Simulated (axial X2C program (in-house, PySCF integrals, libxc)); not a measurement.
## Spin–orbit effects along a row: homonuclear dimers (ions), PBE0

Computed with an axial X2C code built on PySCF integrals, spin-free (one-electron X2C) or two-component (2c: spin–orbit coupling with atomic mean-field Coulomb and Gaunt terms, which also bring small scalar terms), in Dyall basis sets with cores contracted in-house; open shells are unrestricted.

Basis sets: B dyall-av3z, Be dyall-av3z, C dyall-av3z, F dyall-av3z, Li dyall-av3z, O dyall-av3z.

```json
{"molecule": "Li₂⁻", "spin-free state": "M_S = 1/2, Λ = 0", "Re (Å)": "3.078", "ωe (cm⁻¹)": "223.3", "De (eV)": "0.87", "2c state": "Ω = 1/2", "Re 2c (Å)": "3.078", "ωe 2c (cm⁻¹)": "223.3", "De 2c (eV)": "0.87"}
{"molecule": "Be₂⁻", "spin-free state": "?", "Re (Å)": "?", "ωe (cm⁻¹)": "?", "De (eV)": "?", "2c state": "?", "Re 2c (Å)": "?", "ωe 2c (cm⁻¹)": "?", "De 2c (eV)": "?"}
{"molecule": "B₂⁻", "spin-free state": "M_S = 3/2, Λ = 0", "Re (Å)": "1.621", "ωe (cm⁻¹)": "1007.2", "De (eV)": "4.65", "2c state": "Ω = 3/2", "Re 2c (Å)": "1.621", "ωe 2c (cm⁻¹)": "1007.2", "De 2c (eV)": "4.65"}
{"molecule": "C₂⁻", "spin-free state": "M_S = 1/2, Λ = 0", "Re (Å)": "1.258", "ωe (cm⁻¹)": "1857.1", "De (eV)": "8.15", "2c state": "Ω = 1/2", "Re 2c (Å)": "1.258", "ωe 2c (cm⁻¹)": "1857.0", "De 2c (eV)": "8.15"}
{"molecule": "O₂⁻", "spin-free state": "M_S = 1/2, Λ = 1", "Re (Å)": "1.322", "ωe (cm⁻¹)": "1234.8", "De (eV)": "4.16", "2c state": "Ω = 3/2", "Re 2c (Å)": "1.322", "ωe 2c (cm⁻¹)": "1234.5", "De 2c (eV)": "4.17"}
{"molecule": "F₂⁻", "spin-free state": "M_S = 1/2, Λ = 0", "Re (Å)": "1.976", "ωe (cm⁻¹)": "378.3", "De (eV)": "1.62", "2c state": "Ω = 1/2", "Re 2c (Å)": "1.977", "ωe 2c (cm⁻¹)": "378.1", "De 2c (eV)": "1.62"}
```

Problem. Estimate the 2c Re and ωe of Be₂⁻ as the mean of its neighbours in the table.

Solution. Re ≈ 2.349 Å, ωe ≈ 615.2 cm⁻¹. The PBE0 runs give the row below, so the estimate misses by 0.111 Å and 174.6 cm⁻¹.

```csv
molecule,spin-free state,Re (Å),ωe (cm⁻¹),De (eV),2c state,Re 2c (Å),ωe 2c (cm⁻¹),De 2c (eV)
Be₂⁻,"M_S = 1/2, Λ = 1",2.238,440.6,n/a,Ω = 1/2,2.238,440.6,n/a
```

Fragments in 2c: Li- + Li, Be- + Be, B- + B, C- + C, O- + O, F- + F. Each entry is the lowest single determinant of a limited PBE0 search at one distance. De goes to single-determinant-based atoms at the same level (for ions the charge split of lowest energy) and is withheld (n/a) where an atom does not fit its ground term or J level. Main or longest-lived isotopes. One determinant is a doubtful description, or other states lie close, for Li₂⁻, Be₂⁻, B₂⁻, C₂⁻; these need not be ground states, and all values refer to the states named. With several unpaired electrons the Ω given is that of one determinant, not necessarily of the lowest component. Some light 2c atoms are not at their ground J level, so De misses part of their lowering (0.04 eV or less). The functionals have no current term, which raises determinants with orbital currents.
